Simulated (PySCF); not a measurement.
**SnO: from constants to spectrum**

RHF-CCSD(T) constants of SnO, ¹Σ⁺ (singlet), closed shell (PySCF, scalar-relativistic core potentials, basis sets Sn def2-SVPD with ECP28, O def2-SVPD; masses 119.9022 and 15.9949 u):

```
ωe              : 767.0 cm⁻¹
ωexe            : 3.37 cm⁻¹
Be              : 0.33761 cm⁻¹
αe              : 0.00197 cm⁻¹
D (centrifugal) : 2.62e-07 cm⁻¹
De to Sn + O    : 5.22 eV
```

Give the band origin of the fundamental and the first lines of its P and R branches.

ν0 = ωe − 2ωexe = 760.3 cm⁻¹, B0 = 0.33663, B1 = 0.33466 cm⁻¹.

| J″ | P(J″) − ν0 | R(J″) − ν0 |
| --- | --- | --- |
| 0 |  | 0.669 |
| 1 | -0.673 | 1.335 |
| 2 | -1.350 | 1.996 |
| 3 | -2.032 | 2.654 |
| 4 | -2.717 | 3.307 |
| 5 | -3.406 | 3.957 |
| 6 | -4.098 | 4.602 |

Near which J would the R branch turn back, without centrifugal distortion?

At J ≈ (B0 + B1)/(2(B0 − B1)) − 1 ≈ 170.

Correlated steps freeze 5 core orbitals. Correlated levels converge slowly with the basis: in double zeta they bind strong bonds too weakly, by up to about 1 eV, and carry superposition errors of some tenths. Spin–orbit coupling is left out, which matters for elements this heavy, above all for dissociation energies. Where the molecule has an RHF reference, its open-shell atoms are computed with UHF. The CCSD T1 diagnostic is raised, a sign that a single reference may not be enough here.
